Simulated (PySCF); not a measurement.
GaO, SMILES [O]=[Ga], multiplicity 2. Atoms are numbered in the order given.

```xyz
2

Ga     0.0000     0.0000    -0.3498
O      0.0000     0.0000     1.3556
```
Charge 0, spin multiplicity 2.

The structure is a stationary point at PBE0-D3(BJ)/def2-TZVPD.

Computed with PBE/def2-TZVPD in PySCF.

Mulliken values depend strongly on the basis, most of all with diffuse functions as here. ESP charges are fitted to the potential on shells at 1.4 to 2.0 van der Waals radii. Atomic charges (e):

```csv
atom,ESP fit,Mulliken,Mulliken spin
Ga1,___,0.27,0.51
O2,___,-0.27,0.49
```

Fill in the missing entries. (The exact figures need the calculation; the answer reports its results.)


- Ga1, ESP fit: 0.46
- O2, ESP fit: -0.46
